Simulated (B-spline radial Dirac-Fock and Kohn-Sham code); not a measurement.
## Dipole and non-dipole photoemission parameters of K 3p3/2

System: the K atom in the configuration [Ar] 4s1; threshold 22.93 eV (orbital energy of the model). Model: Dirac-Hartree-Slater photoionisation with a Latter tail; cross sections with all multipoles, angular parameters from the dipole term and its interference with E2. Program: a radial finite-basis atomic code.

For linearly polarised light dσ/dΩ = σ/(4π) [1 + β P₂(cos θ) + (δ + γ cos²θ) sin θ cos φ], with θ from the polarisation vector and φ the angle between the beam and the projection of the electron momentum on the plane normal to the polarisation.

```tsv
hν (eV)	σ (kb)	β	γ	δ
55.5	666	-0.019	0.162	-0.008
76.1	?	?	?	?
78.7	849	0.939	0.065	-0.008
80	850	0.967	0.061	-0.008
85.1	845	1.062	0.046	-0.007
136	607	1.467	-0.018	-0.001
175	435	1.564	-0.019	0.001
283	191	1.630	0.033	0.005
286	187	1.631	0.035	0.005
400	92.9	1.615	0.107	0.008
503	55.2	1.582	0.169	0.010
600	36.2	1.548	0.223	0.013
934	11.8	1.428	0.374	0.022
1160	6.56	1.355	0.455	0.029
1253.6	5.28	1.327	0.484	0.032
1290	4.88	1.317	0.496	0.033
1486.9	3.25	1.262	0.551	0.039
2520	0.662	1.034	0.753	0.074
2980	0.389	0.956	0.812	0.089
5020	0.0695	0.715	0.981	0.153
7410	0.0180	0.547	1.092	0.218
7930	0.0142	0.519	1.111	0.231
8900	0.00940	0.474	1.143	0.254
9251.7	0.00817	0.459	1.153	0.263
10000	0.00617	0.429	1.175	0.280
11000	0.00436	0.394	1.200	0.302
11800	0.00337	0.368	1.219	0.319
12000	0.00317	0.362	1.223	0.323
12500	0.00273	0.348	1.234	0.333
15000	0.00139	0.286	1.278	0.382
```

Question: Give the values at 76.1 eV.

Answer: σ = 846 kb, β = 0.877, γ = 0.074, δ = -0.008.

Values without a named source are computed, but for edge energies of neutral atoms, which are taken from tables.
